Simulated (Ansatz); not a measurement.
Cartesian coordinates in Å:
```
N 1.137 -0.345 -0.284
Si -0.486 0.106 -0.141
O -0.823 0.653 1.347
F -0.718 1.209 -1.258
Br -1.977 -1.474 -0.506
H 1.517 -1.050 0.327
H 1.557 -0.389 -1.199
H -0.206 1.290 1.716
```

Charge 0, multiplicity 1.

(1) List the PBE0/def2-TZVPP orbital energies in eV (Ansatz 0.2.0). (Best estimate.)

## Answers

(1) Computed: Occupied: -13149.97, -1804.78, -1704.88, -1535.42, -1535.37, -1535.36, -673.97, -523.23, -391.44, -238.71, -179.06, -178.89, -178.88, -146.81, -101.53, -101.50, -101.46, -72.56, -72.51, -72.51, -72.36, -72.36, -33.44, -28.78, -24.48, -21.65, -16.29, -14.92, -14.29, -13.56, -12.94, -12.26, -11.06, -10.62, -10.20, -9.01, -8.58, -8.07. Lowest empty: 0.29, 1.28, 1.70, 1.95, 2.48, 3.05, 3.64, 4.30.
